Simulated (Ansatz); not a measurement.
Ideal-gas functions of CH4ClGaOS, SMILES `C[O][Ga]([SH])[Cl]` at 298.15 K and 1 bar, from an Ansatz frequency run at PBE0-D4/def2-TZVP.

Molar mass 169.28 g/mol, point group Cs (symmetry number 1), electronic degeneracy 1, moments of inertia 199.65, 296.937, 493.413 u Å². Harmonic wavenumbers (cm⁻¹, unscaled): 63, 87, 97, 115, 160, 266, 270, 388, 457, 631, 718, 1123, 1177, 1206, 1479, 1493, 1499, 2704, 3016, 3086, 3092.

Use S(trans) = R[1.5 ln M + 2.5 ln T − 1.1517]; rotational temperatures θ = 24.2544 K / I; S(rot) = R[ln(√π/σ · √(T³/θAθBθC)) + 1.5]; for each mode x = 1.438777 ν̃/T, S = R[x/(eˣ − 1) − ln(1 − e⁻ˣ)] and H = RT x/(eˣ − 1); 1 cm⁻¹ = 0.0119627 kJ/mol; R = 8.31446 J/(mol·K).

Problem. By hand: the entropy, in J/(mol·K).

Solution. Translation 172.9. Rotation: θ = 0.1215, 0.0817, 0.0492 K, giving 120.0. Vibration, mode by mode: 18.25, 15.59, 14.70, 13.32, 10.67, 6.79, 6.68, 4.22, 3.24, 1.67, 1.19, 0.24, 0.19, 0.17, 0.05, 0.05, 0.05, 0.00, 0.00, 0.00, 0.00, in all 97.1. Electronic 0.0. Sum 390.0 J/(mol·K).

Problem. By hand: H − E and G − E in kJ/mol, counted from the electronic energy.

Solution. Zero-point energy ½ × 23127 × 0.0119627 = 138.3; thermal vibration 14.3; translation, rotation and pV give 4 RT = 9.9. H − E = 162.5 kJ/mol, and G − E = 162.5 − 298.15 × 390.0/1000 = 46.2 kJ/mol.

Vibration gives 25 % of the entropy, 61.9 J/(mol·K) of it from the modes under 150 cm⁻¹: soft modes count most, and the harmonic formula is weakest for them. The sum counts one conformer and one mirror image; others add a mixing term.
